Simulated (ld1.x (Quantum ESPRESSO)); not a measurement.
# What one change does to a pseudopotential (P (Z = 15), TM)

P (Z = 15), norm-conserving Troullier–Martins (Kleinman–Bylander form), made with ld1.x (Quantum ESPRESSO) 7.5 (BLYP, scalar-relativistic). Core [Ne], reference 3s2 3p2.5 (charge +0.5). Waves: 3p (bound): rc 1.70 bohr; 3s (bound): rc 1.65 bohr. Local part: the s channel. Core correction: none.

All-electron outer shells of the reference configuration (BLYP, scalar-relativistic, ld1.x):

| shell | level (eV) | outermost node (bohr) | outermost maximum (bohr) |
| --- | --- | --- | --- |
| 3s | -18.28 | 0.65 | 1.56 |
| 3p | -9.51 | 0.64 | 1.79 |

Change: wave 3s (bound): rc 1.65 bohr becomes 3s (bound): rc 1.82 bohr.

Cutoffs: the cutoffs (Ry, on a coarse ladder) from which the occupation-weighted sum of valence levels, in a spherical-Bessel basis at the reference potential, stays within 10 and 1 mRy of its value at 400 Ry; they do not see the model core or the augmentation charge, which bear on the density cutoff. Errors are all-electron minus pseudo energies relative to the spin-unpolarised reference configuration.

How do hardness, ghosts and transferability respond?

The potential gets softer (25 Ry and 50 Ry → 21 Ry and 45 Ry); of the 7 tests that both files solve, the error grows in 3 and shrinks in 1 by more than 15 % and 0.3 meV (median size 2.4 → 2.6 meV); neither file shows a bound ghost. A larger radius leaves more room for a smooth pseudo-wave, so fewer plane waves are needed.

```tsv
quantity	base	changed
cutoff, loose	25 Ry	21 Ry
cutoff, tight	50 Ry	45 Ry
loose cutoff by channel (10 mRy a level)	p 8 Ry, s 18 Ry	p 8 Ry, s 15 Ry
bound ghosts	none	none
error for 3s2 3p3, meV [ΔE -3.70 eV]	+1.1	+1.3
error for 3s2 3p2, meV [ΔE 5.88 eV]	+1.3	+1.6
error for 3s2 3p1, meV [ΔE 24.89 eV]	+23	+28
error for 3s0 3p5, meV [ΔE 13.56 eV]	+2.4	-1.9
error for 3s1 3p0, meV [ΔE 106.63 eV]	+452	+459
error for 3s2 3p0, meV [ΔE 54.56 eV]	+113	+128
error for 3s2 3p3.3, meV [ΔE -4.96 eV]	+2.2	+2.6
```
